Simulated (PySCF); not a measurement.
# Simulated characterisation data

- geometry: GFN2-xTB
- NMR shieldings at PBE0/pcSseg-1/GIAO
- run in PySCF
- one computed conformer, non-relativistic, one averaged value for each set of equivalent atoms, no solvent

Scale: TMS for ¹H, ¹³C (reference shieldings calculated alike). Splittings of carbon signals by F and P are missing where no couplings were computed. Where no couplings were computed, multiplicities follow the n + 1 count of equivalent neighbours, and m marks all less simple cases (inequivalent or close neighbours, rings, F or P nearby). Shifts are as computed. Against solution values, carbons near 30 ppm lie about +3 ppm off and those near 130 ppm about +5 ppm. Of 1211 compounds with measured shifts, 218 miss one by over three times the rms of a fit or turn the order of signals round; such compounds aren't used in these exercises. OH and NH positions are gas-phase values without hydrogen bonding to other molecules.

Compound 1 (C5H8NOP). ¹H NMR (500 MHz, computed): δ 7.83 (br s, 1H), 6.40 (m, 1H), 4.00 (s, 3H), 2.41 (s, 3H). ¹³C{¹H} NMR (computed): δ 194.7 (C), 130.2 (C), 123.5 (CH), 59.9 (CH3), 18.0 (CH3). Structure: `O(C)c1[nH]c(C)cp1`.

Compound 2 (C8H6O3). ¹H NMR (500 MHz, computed): δ 8.39 (s, 1H), 7.38 (s, 1H), 7.26 (d, 1H), 6.70 (br s, 1H), 6.49 (d, 1H), 6.18 (br s, 1H). ¹³C{¹H} NMR (computed): δ 189.6 (C), 161.7 (CH), 159.4 (C), 142.8 (CH), 141.1 (C), 136.0 (CH), 135.2 (CH2), 124.4 (CH). Structure: `C=C1C=CC(=O)C=C1OC=O`.
